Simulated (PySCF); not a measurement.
Structure elucidation problem

The spectra below were simulated for a compound C12H14O2.

¹H NMR (400 MHz, computed): δ 7.18 (m, 1H), 7.18 (m, 1H), 7.11 (m, 1H), 7.10 (m, 1H), 4.73 (m, 1H), 3.28 (m, 1H), 2.93 (m, 1H), 2.76 (m, 1H), 2.41 (m, 1H), 2.04 (s, 3H), 1.84 (m, 1H), 1.75 (m, 1H).

¹³C{¹H} NMR (computed): δ 170.7 (C), 136.8 (C), 136.1 (C), 132.1 (CH), 130.9 (CH), 128.7 (CH), 128.7 (CH), 69.6 (CH), 36.1 (CH2), 31.3 (CH2), 30.7 (CH2), 22.4 (CH3).

- shieldings: GIAO B97-2/pcSseg-1
- couplings computed with B3LYP/pcJ-1 (without the spin–dipole term)
- PBE0-D3(BJ)/def2-SVP structure
- code: PySCF 2.14
- non-relativistic, one conformer, no solvent model, equivalent nuclei averaged

Scale: ¹H (σ = 31.38 ppm), ¹³C (σ = 183.69 ppm) vs TMS (reference shieldings calculated alike).

Task: Propose a structure and justify it.

Result: 
Rings plus π bonds: 6 (2 rings in the answer). 12 carbon signals for 12 carbons: no two carbons are equivalent. Carbon types of the structure: 3 × C, 5 × CH, 3 × CH2, 1 × CH3, which accounts for all hydrogens. δC 170.7: ester carbonyl carbon; lone-pair donation from the attached heteroatom keeps it upfield of a ketone carbonyl. δC 136.8, 136.1: substituted aromatic carbon. δC 132.1, 130.9, 128.7, 128.7: aromatic CH; the aromatic region. δC 69.6: sp3 CH bonded to O; deshielded by the electronegative neighbour. δH 7.18, 7.18, 7.11, 7.10: hydrogen on an aromatic CH; the ring current deshields protons in the ring plane. δH 3.28, 2.93, 2.76, 2.41: hydrogen on an sp3 CH2 on an aromatic ring; benzylic-type position, deshielded by the ring. δH 2.04: hydrogen on a methyl carbon α to a carbonyl; α to C=O.

Structure: SMILES CC(=O)O[C@@H]1CCc2ccccc2C1.

The shifts were computed for this structure. Such data don't tell enantiomers apart.

Multiplet labels drop couplings under 1 Hz and merge nearly equal ones. Unscaled 3J(H,H) at this level run about 10 % above measured values. Shifts are as computed. Against solution values, carbons near 30 ppm lie about +1 ppm off and those near 130 ppm about +2 ppm (rms about the fit 1.9 ppm; single classes can miss by 10 ppm). Of 1328 compounds with measured shifts, 309 miss one by over three times the rms of a fit or turn the order of signals round; such compounds aren't used in these exercises. Signals without a measured value on file couldn't be tested in this way.
